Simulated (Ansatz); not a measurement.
Geometry optimisation, RHF/def2-SVP in Ansatz 0.2.0.

Input:

```yaml
crystal:
  periodic: [false, false, false]
  atoms:
    - { symbol: Ti, position_ang: [-0.146764, 0.057302, -0.042093] }
    - { symbol: O, position_ang: [-0.386106, -0.201312, 1.760101] }
    - { symbol: Si, position_ang: [-1.366778, -0.331861, 3.107898] }
    - { symbol: H, position_ang: [-2.55236, -1.146031, 2.763475] }
    - { symbol: H, position_ang: [-0.581216, -0.996345, 4.168011] }
    - { symbol: H, position_ang: [-1.780785, 1.017037, 3.54555] }
    - { symbol: Cl, position_ang: [1.941707, 0.433464, -0.554769] }
    - { symbol: Cl, position_ang: [-1.283489, 1.850433, -0.548914] }
    - { symbol: Cl, position_ang: [-1.006048, -1.579015, -1.199908] }
    - { symbol: Cl, position_ang: [1.596645, -2.693437, 1.436973] }
    - { symbol: H, position_ang: [1.283693, -1.609135, 2.122876] }
basis:
  gaussian: { orbitals: def2-SVP }
hamiltonian:
  xc: hf
relax:
  f_tol: 0.03
  max_steps: 50
```

Launched with:

```bash
$ ansatz run input.yaml --threads 4 --pin off --max-ram 5120MiB --backend cpu --events-out ev --progress --plain --runs-dir out
```

Problem. Where does it end, and by what steps?

Solution. The run converged. The force dipped under the threshold on the way, but the program's further checks kept it going. After 26 steps the energy has fallen by 0.434 eV; H11 moved furthest, 1.07 Å.

| step | energy less start (eV) | largest force component (eV/Å) | accepted |
| --- | --- | --- | --- |
| 0 | 0.0000 | 2.440 | yes |
| 1 | -0.1967 | 1.296 | yes |
| 2 | -0.2629 | 0.522 | yes |
| 3 | -0.2808 | 0.964 | yes |
| 4 | -0.2984 | 0.819 | yes |
| 5 | -0.3375 | 0.153 | yes |
| 6 | -0.3724 | 0.237 | yes |
| 7 | -0.3834 | 0.182 | yes |
| 8 | -0.3625 | 1.216 | no |
| 9 | -0.3923 | 0.119 | yes |
| 10 | -0.3969 | 0.404 | yes |
| 11 | -0.4117 | 0.082 | yes |
| 12 | -0.4202 | 0.034 | yes |
| 13 | -0.3867 | 0.948 | no |
| 14 | -0.4241 | 0.110 | yes |
| 15 | -0.4232 | 0.301 | no |
| 16 | -0.4264 | 0.057 | yes |
| 17 | -0.4281 | 0.017 | yes |
| 18 | -0.4301 | 0.034 | yes |
| 19 | -0.4302 | 0.131 | yes |
| 20 | -0.4311 | 0.181 | yes |
| 21 | -0.4332 | 0.019 | yes |
| 22 | -0.4334 | 0.043 | yes |
| 23 | -0.4292 | 0.321 | no |
| 24 | -0.4333 | 0.062 | no |
| 25 | -0.4338 | 0.023 | yes |
| 26 | -0.4342 | 0.015 | yes |

```xyz
11
Properties=species:S:1:pos:R:3
Ti -0.350 0.275 -0.089
O -0.888 -0.009 1.505
Si -1.413 -0.330 3.076
H -1.957 -1.696 3.111
H -0.261 -0.178 3.980
H -2.459 0.658 3.394
Cl 1.860 0.112 -0.137
Cl -0.957 2.293 -0.701
Cl -1.238 -1.216 -1.430
Cl 1.366 -2.963 2.289
H 2.016 -2.145 1.561
```

Run time: 91 s on 4 threads of Arm Neoverse V1, with other jobs on the host, peak memory 0.55 GiB.
